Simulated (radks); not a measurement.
Species: Ba. Configuration: [Xe] 6s2.

All-electron calculation, Dirac Kohn-Sham, Slater X-alpha with alpha = 0.616, spin-unpolarised, spherical densities, finite nucleus; Fermi nuclear charge, rms radius 4.8378 fm. Program: a radial shooting solver on a logarithmic mesh with Libxc functionals.

Energy parts (eV):
total: -220771.27
kinetic: 235707.90
electron-nucleus: -537647.33
Hartree: 85847.68
exchange: -4679.52

Orbitals (lengths in bohr, moments of r in powers of bohr; <r^-3> diverges for s and p1/2; r(max) is where P^2 peaks):
| orbital | occ. | eigenvalue (eV) | <r^4> | <1/r> | <r^-3> | r(max) |
|---|---|---|---|---|---|---|
| 1s1/2 | 2 | -37143.67 | 2.084e-06 | 60.62 | - | 0.01644 |
| 2s1/2 | 2 | -5861.466 | 0.0003477 | 14.23 | - | 0.09317 |
| 2p1/2 | 2 | -5522.175 | 0.0002199 | 14.22 | - | 0.07113 |
| 2p3/2 | 4 | -5141.911 | 0.0002698 | 12.98 | 6276 | 0.07621 |
| 3s1/2 | 2 | -1232.901 | 0.01455 | 5.105 | - | 0.2672 |
| 3p1/2 | 2 | -1090.476 | 0.01366 | 5.021 | - | 0.2536 |
| 3p3/2 | 4 | -1017.135 | 0.01597 | 4.712 | 1240 | 0.2648 |
| 3d3/2 | 4 | -766.4148 | 0.01252 | 4.575 | 201.4 | 0.2134 |
| 3d5/2 | 6 | -750.7886 | 0.01315 | 4.496 | 184.5 | 0.2166 |
| 4s1/2 | 2 | -239.2282 | 0.3890 | 2.101 | - | 0.6263 |
| 4p1/2 | 2 | -187.5768 | 0.4662 | 1.995 | - | 0.6383 |
| 4p3/2 | 4 | -172.1895 | 0.5447 | 1.893 | 260.6 | 0.6630 |
| 4d3/2 | 4 | -87.8244 | 0.9115 | 1.664 | 34.19 | 0.6931 |
| 4d5/2 | 6 | -85.2248 | 0.9592 | 1.639 | 31.01 | 0.7014 |
| 5s1/2 | 2 | -31.7508 | 13.93 | 0.8060 | - | 1.474 |
| 5p1/2 | 2 | -18.4081 | 25.52 | 0.6993 | - | 1.630 |
| 5p3/2 | 4 | -16.3432 | 31.10 | 0.6626 | 34.60 | 1.703 |
| 6s1/2 | 2 | -2.3832 | 1277 | 0.2539 | - | 4.176 |

The highest occupied level is 6s1/2 at -2.383 eV. The density falls to 0.001 e/bohr^3 at r = 5.51 bohr. The electron density at the nucleus is 3.211e+05 e/bohr^3. For comparison, the ionisation energy in NIST's Atomic Spectra Database is 5.212 eV (measured). In exact Kohn-Sham theory the highest level is minus the ionisation energy, but local and semilocal functionals leave it too shallow, through self-interaction and a potential that decays too fast; potentials with the right tail come closer. Summed over all electrons, <r^2> = 102.1 bohr^2, which gives a Langevin (diamagnetic) susceptibility term of -80.8 x 10^-6 cm^3/mol.
